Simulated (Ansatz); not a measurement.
`FC1=N[SiH]1Cl` + CH₄ → `C[SiH]1N=C1F` + HCl  (formal exchange of groups at the Si–Cl bond)

Program: Ansatz. Geometries: PBE0-D4/def2-TZVP. ΔE: electronic, gas phase. CCSD(T)/CBS is the MP2 limit (def2-TZVPP, def2-QZVPP) plus CCSD(T) − MP2 in def2-TZVPP, frozen cores. This one scheme is used for every species. Functionals use def2-TZVPP.

```csv
level,ΔE (kJ/mol)
B97M-V,99.2
PBE0-D4,92.8
r2SCANh-D4,97.0
BHLYP-D4,97.7
B2PLYP,95.8
RPA@PBE/def2-TZVPP,87.6
CCSD(T)/def2-SVP,91.5
CCSD/CBS(def2),92.5
```

Q: What does CCSD(T)/CBS give? (Estimate.)

A: Computed: +92.6 kJ/mol. The listed levels differ from it by 6.6, 0.2, 4.4, 5.1, 3.2, -5.0, -1.1, -0.1 kJ/mol.

Q: What do rigid-rotor, harmonic-oscillator terms from PBE0-D4/def2-TZVP frequencies (298.15 K, 1 bar) make of the CCSD(T)/CBS value? (Estimate.)

A: Computed: ΔZPE = -8.3 kJ/mol, ΔH = +85.2 kJ/mol, ΔS = 9 J/(mol·K), ΔG = +82.6 kJ/mol.

Largest T1 diagnostic among the species: 0.014.

Leaving LDA and LC-ωPBE aside and taking each functional with its dispersion term where it has one, the values, not all of them listed here, spread over 7.0 kJ/mol, from PBE-D4 to B97M-V. LDA lies −5.6 kJ/mol from PBE without D4. In def2-TZVPP, CCSD(T) changes the Hartree–Fock value by −10.4 kJ/mol (the triples alone add +0.2 kJ/mol) and MP2 by −5.8 kJ/mol.
